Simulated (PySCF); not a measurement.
A mixed set of molecules. Method: TDDFT CAM-B3LYP/def2-SVPD, vertical, gas phase, core orbitals frozen in the response in PySCF 2.14.0, density-fitted response routines. Geometries: GFN2-xTB; one conformer of each isolated species. Triplets are in the Tamm–Dancoff approximation. Ions are computed without counter-ions or solvent.

Task: Rank by computed lowest singlet excitation energy, lowest first.
A. `C#CCN(C=C)C=O`
B. `Cc1cc[n+]([O-])cc1`
C. `C[n+]1csc(F)c1`
D. `C1=NCCO1`
E. `CSc1ccsc1`
F. `C=CC(N)=O`
G. `s1p2sp3p1p3s2`

Result: G (3.91 eV), B (4.34 eV), F (4.84 eV), E (5.10 eV), C (5.39 eV), A (5.58 eV), D (6.48 eV).

| SMILES | S1 (eV) | f (S1) | gap (eV) | first f ≥ 0.01 (nm) | α (au) | S1 mainly |
| --- | --- | --- | --- | --- | --- | --- |
| s1p2sp3p1p3s2 | 3.91 | 0.001 | 7.22 | – | 144.6 | H-1/H→L (≥97%) |
| Cc1cc[n+]([O-])cc1 | 4.34 | 0.020 | 7.27 | 285 | 84.8 | H→L+1 (91%) |
| C=CC(N)=O | 4.84 | 0.000 | 8.99 | 197 | 49.3 | H→L (94%) |
| CSc1ccsc1 | 5.10 | 0.110 | 7.85 | 243 | 96.3 | H→L (95%) |
| C[n+]1csc(F)c1 | 5.39 | 0.080 | 8.45 | 230 | 64.4 | H→L (96%) |
| C#CCN(C=C)C=O | 5.58 | 0.001 | 8.98 | 199 | 81.4 | H-1→L (51%) |
| C1=NCCO1 | 6.48 | 0.006 | 10.00 | 179 | 43.2 | H-1→L+1 (93%) |

H and L stand for HOMO and LUMO; a dash means that no computed state gives the value. A slash joins orbitals within 0.01 eV of each other, whose weights are summed (≥ marks a lower bound).

Mean S1 by what the SMILES shows (count): a double or triple bond but no aromatic ring 5.63 eV (3); an aromatic ring 4.69 eV (4).

- `s1p2sp3p1p3s2`: Löwdin shares by element: HOMO (one of a set within 0.03 eV) phosphorus 60% or more, sulfur 16% or more (atoms not listed hold the other 24%); LUMO phosphorus 50% or more, sulfur 15% or more (atoms not listed hold the other 35%).
- `Cc1cc[n+]([O-])cc1`: Löwdin shares by element: HOMO oxygen 45%, carbon 20% or more, nitrogen 13% (atoms not listed hold the other 22%); LUMO carbon 27% or more, nitrogen 21%, oxygen 15% (atoms not listed hold the other 37%).
- `C=CC(N)=O`: Löwdin shares by element: HOMO oxygen 71%, carbon 19% or more, nitrogen 6%; LUMO carbon 68%, oxygen 10% (atoms not listed hold the other 21%).
- `CSc1ccsc1`: Löwdin shares by element: HOMO sulfur 56%, carbon 27% or more (atoms not listed hold the other 17%); LUMO carbon 54% or more, sulfur 22% or more (atoms not listed hold the other 24%).
- `C[n+]1csc(F)c1`: Löwdin shares by element: HOMO carbon 69% or more, fluorine 12% (atoms not listed hold the other 18%); LUMO carbon 42% or more, sulfur 26%, nitrogen 20%.
- `C#CCN(C=C)C=O`: Löwdin shares by element: HOMO carbon 49% or more, nitrogen 24%, oxygen 12% (atoms not listed hold the other 15%); LUMO carbon 56% or more, oxygen 21% (atoms not listed hold the other 23%).
- `C1=NCCO1`: Löwdin shares by element: HOMO nitrogen 31%, oxygen 29%, carbon 21% or more (atoms not listed hold the other 18%); LUMO carbon 54%, hydrogen 9% or more (atoms not listed hold the other 37%).
